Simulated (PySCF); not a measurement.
**State search for TaCl**

Unrestricted PBE0; PySCF, scalar-relativistic core potentials, basis sets Ta def2-TZVPPD with ECP60, Cl def2-TZVPPD. Outer shells of the fragments: Ta 5d3 6s2; Cl 3s2 3p5.

Followed along the bond (rough minima from three points):

```json
{"2Ms+1": "5", "unpaired": "σ ↑, π ↑, δ ↑↑", "⟨S²⟩ at the start": "6.01", "R at minimum (Å)": "2.30", "Te (eV)": "0.00"}
{"2Ms+1": "3", "unpaired": "π ↑, δ ↑", "⟨S²⟩ at the start": "2.51", "R at minimum (Å)": "2.27", "Te (eV)": "0.15"}
{"2Ms+1": "5", "unpaired": "σ ↑, π ↑↑, δ ↑", "⟨S²⟩ at the start": "6.01", "R at minimum (Å)": "2.34", "Te (eV)": "0.20"}
{"2Ms+1": "3", "unpaired": "δ ↑↑", "⟨S²⟩ at the start": "2.45", "R at minimum (Å)": "2.24", "Te (eV)": "0.24"}
{"2Ms+1": "3", "unpaired": "π ↑, δ ↑", "⟨S²⟩ at the start": "2.01", "R at minimum (Å)": "2.26", "Te (eV)": "0.31"}
{"2Ms+1": "1", "unpaired": "π ↓, δ ↑", "⟨S²⟩ at the start": "1.56", "R at minimum (Å)": "2.27", "Te (eV)": "0.48"}
```

Solutions found at the starting distance of 2.330 Å, counted from the lowest of them; the search is not exhaustive and high or unbound solutions are not listed, so other states can lie among these:

| 2Ms+1 | unpaired | term | E (eV) | ⟨S²⟩ | ⟨Lz²⟩ | μ (D) |
| --- | --- | --- | --- | --- | --- | --- |
| 5 | σ ↑, π ↑, δ ↑↑ | mixed | 0.00 | 6.01 | 1.21 | -3.15 |
| 3 | π ↑, δ ↑ | mixed | 0.17 | 2.51 | 5.67 | -2.65 |
| 5 | σ ↑, π ↑↑, δ ↑ | ⁵Δ | 0.19 | 6.01 | 4.00 | -3.08 |
| 3 | δ ↑↑ | mixed | 0.31 | 2.45 | 0.00 | -0.72 |
| 3 | π ↑, δ ↑ | mixed | 0.34 | 2.01 | 5.13 | -2.36 |
| 1 | π ↓, δ ↑ | mixed | 0.50 | 1.56 | 4.83 | -2.25 |
| 5 | σ ↑↑, δ ↑↑ | ⁵Σ⁻ | 0.52 | 6.01 | 0.00 | -0.87 |
| 3 | π ↑↑ | mixed | 0.65 | 2.66 | 1.63 | -3.03 |
| 1 | π ↑↓ | mixed | 0.71 | 1.77 | 4.08 | -2.83 |
| 3 | σ ↑, δ ↑ | mixed | 1.03 | 2.48 | 3.75 | -1.09 |
| 5 | σ ↑↑, π ↑, δ ↑ | mixed | 1.10 | 6.01 | 4.85 | -0.95 |
| 5 | σ ↑↑, π ↑, δ ↑ | mixed | 1.11 | 6.01 | 5.01 | -0.82 |
| 3 | σ ↑, π ↑↓, δ ↑ | mixed | 1.14 | 3.00 | 5.95 | -3.18 |
| 1 | none | mixed | 1.34 | 0.00 | 8.00 | -1.85 |

A term symbol is given only where ⟨S²⟩ and ⟨Lz²⟩ are close to those of a pure state; real π, δ and φ orbitals otherwise mix terms. A positive dipole means Ta(−)Cl(+).

Spin–orbit coupling is left out. The state is the lowest single determinant that the PBE0 search found; with open d or f shells the true ground state can be another one.
